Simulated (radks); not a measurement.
Results of a calculation; reference values are marked as such.
The promethium ion Pm+ inside a hard spherical wall (all orbitals vanish at R), configuration held at [Xe] 4f5 6s1 and not refilled when levels cross. Code: a radial shooting solver on a logarithmic mesh with Libxc functionals. Model: scalar-relativistic Kohn-Sham, r2SCAN, spin-polarised, spherical densities, finite nucleus; open shells are filled with parallel spins first (spin-orbit coupling, left out, can overturn this in heavy ions); meta-GGA in the generalised Kohn-Sham scheme; Fermi nuclear charge, rms radius 4.962 fm. Eigenvalues in eV for spin up, with the zero of energy where the potential of the charges vanishes at infinity; a dash marks a level that is unbound or too diffuse for the functional's potential to be trusted. A positive occupied level is held by the wall or, in an anion where self-interaction has pushed it up, behind a barrier. The pressure on the wall is -dE/dV.

| R (bohr) | E (hartree) | kinetic (hartree) | e(5s) | e(5p) | e(4f) | e(6s) | e(5d, empty) | e(6p, empty) | pressure (GPa) |
|---|---|---|---|---|---|---|---|---|---|
| free | -10021.0619 | 10687.914 | -50.056 | -30.101 | -9.196 | -8.794 | -7.481 | -5.482 | 0 |
| 20 | -10021.0619 | 10687.914 | -50.056 | -30.101 | -9.196 | -8.794 | -7.481 | -5.482 | < 0.0001 |
| 15 | -10021.0619 | 10687.914 | -50.056 | -30.101 | -9.196 | -8.794 | -7.481 | -5.482 | < 0.0001 |
| 7 | -10021.0466 | 10688.022 | -49.626 | -29.687 | -8.773 | -8.212 | -7.080 | -4.071 | 0.822 |
| 4 | -10020.5669 | 10690.176 | -45.925 | -26.159 | -4.619 | 4.279 | -1.668 | 14.650 | 99.5 |
| 2.5 | -10015.0937 | 10712.132 | -25.980 | -3.217 | 18.371 | 84.834 | 32.098 | 109.30 | 4480 |
| 2 | -10003.6892 | 10751.619 | 6.082 | 35.096 | 46.677 | 199.63 | 82.772 | 234.14 | 23500 |
| 1.5 | -9959.1820 | 10892.789 | 120.31 | 165.99 | 118.29 | 526.19 | 236.72 | 575.67 | 183000 |
